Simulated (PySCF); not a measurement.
Compound: CH₅BCl₃P.
SMILES: `[PH3+][BH2-]C(Cl)(Cl)Cl`

Theory: TDDFT CAM-B3LYP/def2-SVPD, vertical, gas phase, core orbitals frozen in the response in PySCF. Geometry: PBE0-D3(BJ)/def2-SVP; no solvent, vibrations or thermal averaging. Torsions of this conformer, `[PH3+:1][BH2-:2][C:3]([Cl:4])([Cl:5])[Cl:6]`: P1–B2–C3–Cl4 -58°.

| state | E (eV) | E (kJ/mol) | λ (nm) | f | \|μ\| (D) | main configurations (H = HOMO, L = LUMO) |
| --- | --- | --- | --- | --- | --- | --- |
| S1 | 6.42 | 620 | 193.1 | 0.0063 | 0.51 | H→L (55%), H→L+1 (13%) |
| S2 | 6.42 | 620 | 193.0 | 0.0010 | 0.20 | H-1→L (54%), H-1→L+1 (11%), H-1→L+3 (10%) |
| S3 | 6.65 | 642 | 186.5 | 0.0050 | 0.45 | H-2→L (53%), H-2→L+1 (8%) |
| S4 | 6.71 | 648 | 184.7 | 0.0043 | 0.41 | H-3→L (48%), H-3→L+1 (10%) |
| S5 | 7.24 | 699 | 171.2 | 0.017 | 0.80 | H-1→L+2 (28%), H-1→L+5 (20%), H-7→L (10%) |
| S6 | 7.29 | 704 | 170.0 | 0.012 | 0.66 | H-1→L+4 (15%), H-1→L+1 (13%), H-1→L+6 (13%) |
| S7 | 7.47 | 720 | 166.0 | 0.026 | 0.97 | H→L+2 (44%), H→L+5 (16%), H-2→L (12%) |
| S8 | 7.50 | 723 | 165.4 | 0.034 | 1.10 | H→L+1 (22%), H→L+3 (20%), H→L+4 (14%) |
| S9 | 7.65 | 738 | 162.1 | 0.041 | 1.19 | H-3→L+3 (17%), H-2→L+2 (15%), H-3→L+1 (14%) |
| S10 | 7.69 | 742 | 161.2 | 0.010 | 0.60 | H-2→L+1 (35%), H-2→L+3 (22%) |

Triplets, Tamm–Dancoff:

```json
{"state": "T1", "E (eV)": "5.84", "λ (nm)": "212.3", "main configurations (H = HOMO, L = LUMO)": "H-1→L (50%), H-1→L+3 (13%), H-1→L+1 (10%)"}
{"state": "T2", "E (eV)": "5.85", "λ (nm)": "212.1", "main configurations (H = HOMO, L = LUMO)": "H→L (52%), H→L+1 (14%), H→L+3 (9%)"}
{"state": "T3", "E (eV)": "6.01", "λ (nm)": "206.4", "main configurations (H = HOMO, L = LUMO)": "H-2→L (39%), H-2→L+3 (10%)"}
```

The lowest singlet lies at 6.42 eV (193 nm, vacuum ultraviolet) and is weak; its leading configuration is HOMO→LUMO (55%). The most intense listed level is S9 at 7.65 eV (162 nm, f = 0.041), 1.23 eV above S1. S1/S2 lie within about 0.01 eV of each other. Löwdin shares by element: HOMO chlorine 66%, carbon 18% (atoms not listed hold the other 16%); LUMO chlorine 38% or more, phosphorus 14%, carbon 13% (atoms not listed hold the other 35%). Of the 10 states listed, 6 reach f = 0.01 and none stays under 0.0005. The listed states span 1.27 eV, and the widest gap between neighbours is 0.53 eV (S4 to S5). Weighted by f, the mean energy of these states is 7.40 eV. No computed singlet lies in the visible range (380 to 750 nm); the lowest, at 193 nm, stands 3.16 eV above its violet end (3.26 eV). The vertical ionisation energy (ΔSCF) is 10.41 eV, 2.72 eV above S10. Only the lowest 10 singlets were computed, as vertical energies without vibronic structure.

The run took 3.8 min (grids of density and orbitals included) on Arm Neoverse V2, one thread, no GPU (shared host), and the process peaked at 1.0 GiB of memory.
